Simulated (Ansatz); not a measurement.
Ideal-gas functions of `C[S][Zn][Br]` at 800 K and 1 bar, from an Ansatz frequency run at PBE0-D4/def2-TZVP.

Molar mass 192.4 g/mol, point group Cs (symmetry number 1), electronic degeneracy 1, moments of inertia 38.165, 636.089, 671.043 u Å². Harmonic wavenumbers (cm⁻¹, unscaled): 62, 86, 125, 175, 269, 446, 717, 965, 980, 1350, 1473, 1477, 3069, 3157, 3163.

Use S(trans) = R[1.5 ln M + 2.5 ln T − 1.1517]; rotational temperatures θ = 24.2544 K / I; S(rot) = R[ln(√π/σ · √(T³/θAθBθC)) + 1.5]; for each mode x = 1.438777 ν̃/T, S = R[x/(eˣ − 1) − ln(1 − e⁻ˣ)] and H = RT x/(eˣ − 1); 1 cm⁻¹ = 0.0119627 kJ/mol; R = 8.31446 J/(mol·K).

Problem. By hand: the entropy, in J/(mol·K).

Solution. Translation 195.0. Rotation: θ = 0.6355, 0.0381, 0.0361 K, giving 129.9. Vibration, mode by mode: 26.56, 23.84, 20.74, 17.96, 14.43, 10.37, 6.75, 4.70, 4.60, 2.72, 2.29, 2.27, 0.22, 0.19, 0.19, in all 137.8. Electronic 0.0. Sum 462.7 J/(mol·K).

Problem. By hand: H − E and G − E in kJ/mol, counted from the electronic energy.

Solution. Zero-point energy ½ × 17514 × 0.0119627 = 104.8; thermal vibration 46.3; translation, rotation and pV give 4 RT = 26.6. H − E = 177.7 kJ/mol, and G − E = 177.7 − 800 × 462.7/1000 = -192.5 kJ/mol.

Vibration gives 30 % of the entropy, 71.1 J/(mol·K) of it from the modes under 150 cm⁻¹: soft modes count most, and the harmonic formula is weakest for them. The sum counts one conformer and one mirror image; others add a mixing term.
